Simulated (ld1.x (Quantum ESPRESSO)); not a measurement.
What one change does to a pseudopotential (sulfur (S), ultrasoft)

ld1.x (Quantum ESPRESSO) 7.5 input, shortened:

```
&input
   title='S', zed=16., rel=1, dft='PBE', iswitch=3,
   config='[Ne] 3s2 3p3.75'
 /
 &inputp
   pseudotype=3, tm=.true., lloc=-2, rcloc=0.65,
   nlcc=.false.,
   which_augfun='PSQ', rmatch_augfun_nc=.true.
 /
4
2S  1  0   2.00   0.00  0.65  0.80  0.0
3S  2  0   2.00   0.00  0.65  0.80  0.0
2P  2  1   6.00   0.00  0.65  0.80  0.0
3P  3  1   3.75   0.00  0.65  0.80  0.0
 &test
   configts(1)='2s2 2p6 3s2 3p3.75'
 /
```

All-electron outer shells of the reference configuration (PBE, scalar-relativistic, ld1.x):

```tsv
shell	level (eV)	outermost node (bohr)	outermost maximum (bohr)
1s	-2408.68	–	0.06
2s	-214.41	0.13	0.39
2p	-159.21	–	0.33
3s	-19.69	0.60	1.40
3p	-9.30	0.58	1.59
```

Change: all radii scaled by about 1.25 (s 1.00, p 1.00 bohr, rcut 0.82/0.82); local potential all-electron potential smoothed inside 0.82 bohr (lloc = -2).

Cutoffs: the cutoffs (Ry, on a coarse ladder) from which the occupation-weighted sum of valence levels, in a spherical-Bessel basis at the reference potential, stays within 10 and 1 mRy of its value at 400 Ry; they do not see the model core or the augmentation charge, which bear on the density cutoff. Errors are all-electron minus pseudo energies relative to the spin-unpolarised reference configuration.

Problem. How do hardness, ghosts and transferability respond?

Solution. The number of tests that count goes from 7 to 6; of the 6 tests that both files solve, the error grows in 0 and shrinks in 4 by more than 15 % and 0.3 meV (median size 2.1 → 0.3 meV); neither file shows a bound ghost at the reference potential, the only one tested. That the errors move this way runs against the usual rule that smaller radii transfer better.

```csv
quantity,base,changed
"cutoff, loose",230 Ry,120 Ry
"cutoff, tight",over 300 Ry,200 Ry
loose cutoff by channel (10 mRy a level),"s 120 Ry, p 200 Ry","s 100 Ry, p 80 Ry"
bound ghosts,none,none
"tests counted (converged, no solver errors)",7 of 7,6 of 7
"error for 2s2 2p6 3s2 3p4, meV [ΔE -2.04 eV]",-0.1,0.0
"error for 2s2 2p6 3s2 3p3, meV [ΔE 9.73 eV]",+0.6,0.0
"error for 2s2 2p6 3s2 3p2, meV [ΔE 32.02 eV]",+3.6,+0.4
"error for 2s2 2p6 3s1 3p5, meV [ΔE 8.27 eV]",-13,-0.8
"error for 2s2 2p5 3s2 3p4, meV [ΔE 171.65 eV]",-564,+276
"error for 2s2 2p6 3s2 3p4.3, meV [ΔE -3.75 eV]",-0.2,-0.1
lowest overlap eigenvalue by channel,"s 0.15, p 0.15","s 0.12, p 0.83"
```

Changed file: Tests not counted: 2s1 2p6 3s2 3p4 (solver errors, printed error -3559 eV).
